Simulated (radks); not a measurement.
Values are calculated unless marked as measured or tabulated.
Valence configurations of neutral sulfur (all share [Ne]). Code: a radial shooting solver on a logarithmic mesh with Libxc functionals. Model: scalar-relativistic Kohn-Sham, SCAN, spin-polarised, spherical densities, finite nucleus; open shells are filled with parallel spins first; meta-GGA in the generalised Kohn-Sham scheme; Fermi nuclear charge, rms radius 3.2611 fm. Energies are relative to 3s2 3p4; eigenvalues in eV for spin up.

valence,E (eV),moment (Bohr magnetons),e(3p),e(3s)
3s2 3p4,0.000,2,-8.136,-19.027
3p6,22.843,0,-8.356,-
3s1 3p5,10.477,2,-8.946,-20.098
3s1.5 3p4.5,5.291,2,-8.514,-19.528
3s0.5 3p5.5,17.003,1,-8.693,-19.792

NIST lists [Ne] 3s2 3p4 as the ground configuration; this level of theory agrees among the configurations tried. The energies are those of spherical high-spin densities, not of single terms.
